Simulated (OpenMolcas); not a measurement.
## Potential curves of TeC: spin–orbit levels

Computed with OpenMolcas 26.06: state-averaged CASSCF(8,7) over Te 5p, C 2s 2p, XMS-CASPT2 (IPEA 0.25, imaginary shift 0.2 hartree), scalar X2C, ANO-RCC-VTZP, then RASSI spin–orbit state interaction with atomic mean-field integrals. C2 symmetry about the axis (a holds Σ, Δ, Γ; b holds Π, Φ, H; Σ⁺ and Σ⁻ are not told apart); roots by multiplicity and irrep: 1a 5, 3b 4, 3a 4, 1b 2, 5b 2.

XMS-CASPT2 energies with spin–orbit state interaction in eV from the lowest point. Curves are followed by energy order within each symmetry, so they are adiabatic and may change character at avoided crossings; for Ω = 0 the + and − levels are counted together.

| R (Å) | (1)Ω=0 | (2)Ω=0 | (1)Ω=1 | (1)Ω=2 | (4)Ω=0 | (2)Ω=2 | (6)Ω=0 | (3)Ω=2 | (5)Ω=1 |
| --- | --- | --- | --- | --- | --- | --- | --- | --- | --- |
| 1.631 | 1.734 | 4.153 | 4.245 | 4.351 | 5.836 | 6.501 | 7.185 | 7.427 | 7.139 |
| 1.726 | 0.617 | 3.022 | 3.116 | 3.224 | 4.270 | 4.905 | 5.544 | 5.785 | 5.522 |
| 1.812 | 0.141 | 2.504 | 2.600 | 2.711 | 3.411 | 4.006 | 4.605 | 4.839 | 4.610 |
| 1.897 | 0.000 | 2.293 | 2.389 | 2.505 | 2.916 | 3.471 | 4.021 | 4.241 | 4.065 |
| 1.992 | 0.102 | 2.280 | 2.378 | 2.512 | 2.669 | 3.159 | 3.663 | 3.866 | 3.862 |
| 2.087 | 0.376 | 2.387 | 2.453 | 2.675 | 2.673 | 3.054 | 3.519 | 3.695 | 3.957 |
| 2.220 | 0.911 | 2.590 | 2.605 | 2.999 | 2.964 | 3.150 | 3.548 | 3.687 | 4.183 |
| 2.390 | 1.689 | 2.953 | 2.953 | 3.343 | 3.480 | 3.582 | 3.800 | 3.921 | 4.400 |
| 2.656 | 2.834 | 3.606 | 3.610 | 3.881 | 4.167 | 4.227 | 4.448 | 4.489 | 4.807 |
| 3.035 | 4.007 | 4.376 | 4.404 | 4.499 | 4.759 | 4.750 | 5.003 | 4.925 | 5.075 |
| 3.604 | 4.724 | 4.901 | 4.901 | 4.894 | 5.027 | 4.917 | 5.166 | 5.104 | 5.289 |
| 4.363 | 4.853 | 4.997 | 4.917 | 4.919 | 5.115 | 5.000 | 5.161 | 5.133 | 5.366 |

(1) With masses 129.906 and 12.000 u, fit the curves (1)Ω=0, (6)Ω=0 near their minima.

The 9 lowest clean curves are shown; the next is (2)Ω=3, from 3.94 eV. Left out for impure symmetry, kinks or missing points, though low: (3)Ω=0, (2)Ω=1, (3)Ω=1, (1)Ω=3, (4)Ω=1, (5)Ω=0. Only roots inside an energy window near the equilibrium distance were included, so the list of states is not complete; labels number the states computed. Each spin and symmetry block has orbitals of its own, averaged over its own roots, so gaps between blocks are less sure than gaps within one and near the minimum can be off by tenths of an eV, in bad cases by more. No Rydberg orbitals are active, so Rydberg states, and σ→σ* states whose orbital the CASSCF left unused, can be missing between those listed. CASPT2 splits the two components of degenerate states numerically, here by up to 107 cm⁻¹. At stretched bonds a block can hold a wrong CASSCF solution and miss its lowest state; points past a visible jump are left out. No roots were computed in block 5a (none fell in the window or the block failed), so states of that kind are missing and can lie low or lowest. Points that failed a check (symmetry, reference weights, a jump) are left out.

Answers

(1) At XMS-CASPT2 with spin–orbit state interaction, Te from the lowest curve (the fit fixes ωe to a per cent or two; the method's Re and ωe can be off by some per cent):

```csv
curve,Te (cm⁻¹),Re (Å),ωe (cm⁻¹)
(1)Ω=0,0,1.902,857.1
(6)Ω=0,28270,2.133,565.8
```
